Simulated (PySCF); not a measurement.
Isomers of C4H8GeO4, from PBE0-D3(BJ)/def2-SVP geometry optimisation, gas phase in PySCF. One conformer each, no zero-point energy, no frequencies.

Question: Which isomer lies lower at this level?
A. `[H][Ge]([H])([O]C(C)=O)[O]C(C)=O` (Ge(OAc)2H2): A = 4131, B = 598.1, C = 529.9 MHz, dipole 2.49 D
B. `[CH3:1][C:2](=[O:3])[O:4][C@H:5]1[CH2:6][O:7][GeH2:8][O:9]1` with C1–C2–O4–C5 180°, C2–O4–C5–C6 81°, O4–C5–C6–O7 79°, C5–C6–O7–Ge8 24°, C6–O7–Ge8–O9 -6°, O7–Ge8–O9–C5 -16°: A = 2883, B = 634.2, C = 600.6 MHz, dipole 2.13 D

Answer: A. That is Ge(OAc)2H2 (`[H][Ge]([H])([O]C(C)=O)[O]C(C)=O`), 30.1 kcal/mol below the other.

```csv
SMILES,mapped SMILES,E (Eh),relative (kcal/mol),relative (kJ/mol),dipole (D)
[H][Ge]([H])([O]C(C)=O)[O]C(C)=O,–,-2533.87464,0.0,0.0,2.49
CC(=O)O[C@H]1C[O][GeH2][O]1,[CH3:1][C:2](=[O:3])[O:4][C@H:5]1[CH2:6][O:7][GeH2:8][O:9]1,-2533.82669,30.1,125.9,2.13
```
